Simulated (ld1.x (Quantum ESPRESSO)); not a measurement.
# Ti (Z = 22): variants of one TM potential

Base potential:

- Element: Ti (Z = 22)
- Generator: ld1.x (Quantum ESPRESSO) 7.5
- Type: norm-conserving Troullier–Martins (Kleinman–Bylander form)
- Functional: PBE
- Relativity: scalar-relativistic
- Frozen core: [Ne]
- Valence charge: 12
- Reference configuration: 3s2 3p6 3d2 4s1 4p0 (charge +1)
- Partial waves: 3s (bound): rc 1.20 bohr; 3d (bound): rc 1.10 bohr; 3p (bound): rc 1.45 bohr
- Local potential: the p channel
- Core correction: a·sin(br)/r model core inside 0.65 bohr

Occupied shells without a wave of their own: 4s. They enter only through the test configuration that unscreens the potential, and ld1.x also counts them in the model core charge.

All-electron outer shells of the reference configuration (PBE, scalar-relativistic, ld1.x):

```
shell  level (eV)  outermost node (bohr)  outermost maximum (bohr)
   2p     -451.51                      –                      0.22
   3s      -69.92                   0.40                      0.87
   3p      -46.15                   0.37                      0.90
   3d      -11.37                      –                      0.98
   4s      -10.35                   1.24                      2.74
   4p       -6.61                   1.37                      3.35
```

Cutoffs, loose and tight: the cutoffs (Ry, on a coarse ladder) from which the occupation-weighted sum of valence levels, in a spherical-Bessel basis at the reference potential, stays within 10 and 1 mRy of its value at 400 Ry. They do not see the model core or the augmentation charge, which bear on the density cutoff. Test errors are all-electron minus pseudo excitation energies from the reference, over the configurations 3s2 3p6 3d2 4s2 4p0; 3s2 3p6 3d2 4s0 4p0; 3s2 3p6 3d1 4s0 4p0; 3s2 3p6 3d0 4s0 4p0; 3s2 3p6 3d1 4s2 4p1; 3s2 3p6 3d3 4s0 4p0; 3s1 3p6 3d2 4s2 4p0. A dash means not determined; rows that change the core or the reference have their own tests.

With those shells counted twice in exchange and correlation these files are broken, and their errors move erratically; no question is asked of them.

A true bound ghost makes a file unfit for plane-wave use even where its test errors are small: the radial tests pick states by their node count and pass the ghost by.

| change | outcome | cutoff, loose | cutoff, tight | bound ghosts | largest test error (meV) |
| --- | --- | --- | --- | --- | --- |
| base | generated | 140 Ry | 160 Ry | none | -674 |
| wave 3d (bound): rc 1.10 bohr becomes 3d (bound): rc 1.34 bohr | generated | 100 Ry | 160 Ry | none | -622 |
| local potential the d channel | generated, misses its reference levels by 0.66 eV | 140 Ry | 180 Ry | none | -3002 |
| core [Ne] 3s2, valence charge 10; reference 3p6 3d2 4s0 4p0; waves now 4s (bound): rc 2.35 bohr; 3p (bound): rc 1.15 bohr; 3d (bound): rc 2.50 bohr; local potential the d channel; core correction none | generated | 80 Ry | 100 Ry | s | -257 |
| functional LDA (PZ) | generated | 140 Ry | 160 Ry | none | -932 |
| all radii but the core radius scaled by about 0.89 (s 1.06, p 1.30, d 0.98 bohr) | generated | 160 Ry | 200 Ry | none | -552 |
| core correction a·sin(br)/r model core inside 1.10 bohr | generated | 140 Ry | 160 Ry | none | -663 |
| reference 3s2 3p6 3d2 4s1 4p1 | generated | 140 Ry | 160 Ry | none | -1131 |
| wave 3p (bound): rc 1.45 bohr becomes 3p (bound): rc 1.40 bohr | generated | 140 Ry | 160 Ry | none | -664 |
| wave 3s (bound): rc 1.20 bohr becomes 3s (bound): rc 1.50 bohr | generated, misses its reference levels by 0.29 eV | 140 Ry | 160 Ry | none | -1179 |
| wave 3s (bound): rc 1.20 bohr becomes 3s (bound): rc 0.92 bohr | generated | 140 Ry | 230 Ry | none | -528 |
| wave 3s (bound): rc 1.20 bohr becomes 3s (bound): rc 1.44 bohr | generated, misses its reference levels by 0.24 eV | 140 Ry | 160 Ry | none | -1023 |
